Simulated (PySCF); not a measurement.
A calculated (revPBE, PySCF 2.14, x2c-QZVPPall, scalar relativity by spin-free X2C-1e) atom or ion has these occupied shells.

```tsv
shell	electrons	orbital energy (eV)	rms radius, mean of both spins (bohr)
1s α	1	-274.09	0.314
1s β	1	-273.55	0.314
2s β	1	-12.396	1.75
2p α	3	-6.425	1.97
```

Task: Name the element and its charge.

Result: C (carbon, neutral), in [He] 2s1 2p3, 2s spin antiparallel (an excited configuration).
